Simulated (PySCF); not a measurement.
## Basis-set dependence of SnC at PBE

PySCF, UKS reference; triplet, unpaired electrons σ ↑, π ↑; De to Sn + C without counterpoise correction.

| basis | relativity | functions | Re (Å) | ωe (cm⁻¹) | De (eV) | μ (D) |
| --- | --- | --- | --- | --- | --- | --- |
| cc-pVDZ-PP/cc-pVDZ | scalar-relativistic core potentials | 37 | 2.029 | 654 | 3.51 | -2.42 |
| def2-SVP | scalar-relativistic core potentials | 40 | 2.027 | 660 | 3.57 | -2.44 |
| x2c-SVPall | spin-free X2C | 50 | 2.023 | 672 | 3.64 | -2.44 |
| def2-SVPD | scalar-relativistic core potentials | 52 | 2.027 | 661 | 3.60 | -2.68 |
| def2-TZVPP | scalar-relativistic core potentials | 81 | 2.013 | 669 | 3.63 | -2.66 |

Question: How does each smaller set differ from the one with most functions, def2-TZVPP?

Answer: cc-pVDZ-PP/cc-pVDZ: +1.6 pm, -2.2 % in ωe, -0.12 eV in De; def2-SVP: +1.4 pm, -1.3 % in ωe, -0.06 eV in De; x2c-SVPall: +1.0 pm, +0.4 % in ωe, +0.01 eV in De; def2-SVPD: +1.4 pm, -1.2 % in ωe, -0.03 eV in De. All at PBE; the set with most functions is neither the basis-set limit nor always the best. The rows treat relativity differently, so the differences are not basis effects alone.

A positive dipole means Sn(−)C(+). Spin–orbit coupling is left out, which matters for elements this heavy, above all for dissociation energies. The state is the lowest determinant that a PBE0 search found; another state may lie lower at other levels.
